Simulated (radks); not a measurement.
Values are calculated unless marked as measured or tabulated.
Valence configurations of Ag+ (all share [Kr]). Level of theory: Dirac Kohn-Sham, PBEsol, spin-unpolarised, spherical densities, finite nucleus; open shells are shared between the two j in proportion to 2j + 1; Fermi nuclear charge, rms radius 4.5454 fm (a radial shooting solver on a logarithmic mesh with Libxc functionals). Energies are relative to 4d10; eigenvalues in eV.

4d10: E (eV) 0.000; e(4d3/2) -15.986; e(4d5/2) -15.418
4d9.5 5s0.5: E (eV) 2.452; e(4d3/2) -17.774; e(4d5/2) -17.186; e(5s1/2) -12.012
4d9.5 5p0.5: E (eV) 5.110; e(4d3/2) -18.545; e(4d5/2) -17.955; e(5p1/2) -7.373; e(5p3/2) -7.073
4d9 5s1: E (eV) 5.420; e(4d3/2) -19.620; e(4d5/2) -19.013; e(5s1/2) -12.785
4d9 5p1: E (eV) 11.027; e(4d3/2) -21.102; e(4d5/2) -20.491; e(5p1/2) -8.302; e(5p3/2) -7.963
4d8.5 5s1 5p0.5: E (eV) 11.847; e(4d3/2) -22.250; e(4d5/2) -21.621; e(5p1/2) -8.401; e(5p3/2) -8.039; e(5s1/2) -14.024
4d8 5s2: E (eV) 13.022; e(4d3/2) -23.459; e(4d5/2) -22.813; e(5s1/2) -14.297
4d8.5 5s0.5 5p1: E (eV) 14.797; e(4d3/2) -22.963; e(4d5/2) -22.332; e(5p1/2) -8.791; e(5p3/2) -8.421; e(5s1/2) -14.479
4d7.5 5s2 5p0.5: E (eV) 20.885; e(4d3/2) -26.141; e(4d5/2) -25.472; e(5p1/2) -9.382; e(5p3/2) -8.957; e(5s1/2) -15.475
4d8 5p2: E (eV) 25.403; e(4d3/2) -26.210; e(4d5/2) -25.554; e(5p1/2) -9.967; e(5p3/2) -9.546

NIST lists [Kr] 4d10 as the ground configuration; this level of theory agrees among the configurations tried. The energies are those of spherical spin-averaged densities, not of single terms.
